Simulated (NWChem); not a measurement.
C₂H₅F₃Si; SMILES C[C@@H](F)[SiH](F)F

```xyz
11

C     -0.7660    -2.0081     0.4273
C      0.3745    -1.0178     0.3327
F      1.0740    -1.2202    -0.8485
Si    -0.2041     0.7767     0.3702
F      1.0541     1.7632     0.1652
F     -1.2180     1.0244    -0.8609
H     -0.3825    -3.0380     0.3734
H     -1.4819    -1.8617    -0.3953
H     -1.3054    -1.8941     1.3808
H      1.0802    -1.1792     1.1706
H     -0.8945     1.1483     1.6274
```
Atoms are numbered in this order, from 1.

Computed with NWChem. Medium grid unless said otherwise, to which SCAN and Minnesota functionals are sensitive. Structure relaxed at the PBE0/def2-SVP level. Hybrids' shares of exact exchange are those that their runs print; pure functionals count as 0. The functionals differ in more than this share.

| row | share of exact exchange | orbital gap (eV) |
|---|---|---|
| PBE/def2-TZVP | 0.00 | 6.62 |
| r2SCAN/def2-TZVP | 0.00 | 7.34 |
| B3LYP/def2-TZVP | 0.20 | 8.67 |
| PW6B95/def2-TZVP | 0.28 | withheld |
| Hartree-Fock/def2-TZVP | 1.00 | 15.83 |

Task: Fit a straight line of the last column on the one before it, predict the withheld value, and compare with the run.

Result: 
1. Means of the 4 shown rows: x = 0.300, y = 9.615. Slope Σ(x − x̄)(y − ȳ)/Σ(x − x̄)² = 6.026/0.6800 = 8.862; intercept 6.956.
2. The shown rows scatter about the line by 0.257 (root mean square); the largest residual is +0.38, at r2SCAN/def2-TZVP.
3. At x = 0.28 (PW6B95/def2-TZVP; inside the shown range) the line gives 9.44.
4. The run gives 9.26, -0.18 from the line, 0.7 times the scatter.
